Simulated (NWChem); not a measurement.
System: SiHSeClF2; SMILES F[Si](F)(Cl)[SeH]

Input file for NWChem:

```
start job
memory heap 200 mb stack 900 mb global 1100 mb
geometry units angstroms noautosym nocenter noautoz
  F     -1.308796     0.920349    -1.273741
  Si    -0.394470     0.573357     0.000000
  F     -1.308796     0.920349     1.273741
  Cl     1.237530     1.781479     0.000000
  Se     0.291236    -1.555595     0.000000
  H     -1.098831    -2.044954     0.000000
end
basis spherical
  * library def2-svpd
end
dft
  xc xpbe96 cpbe96
  iterations 150
end
property
  response 1 0.0
end
task dft property
```

The geometry was optimised at PBE0/def2-SVP.

Static field.

Problem. What results follow from this input? (PBE/def2-SVPD.) Quantities: isotropic polarisability (bohr³); anisotropy (bohr³).

Solution. 
| Item | Value |
|---|---|
| isotropic polarisability (bohr³) | 67.2 |
| anisotropy (bohr³) | 22.2 |
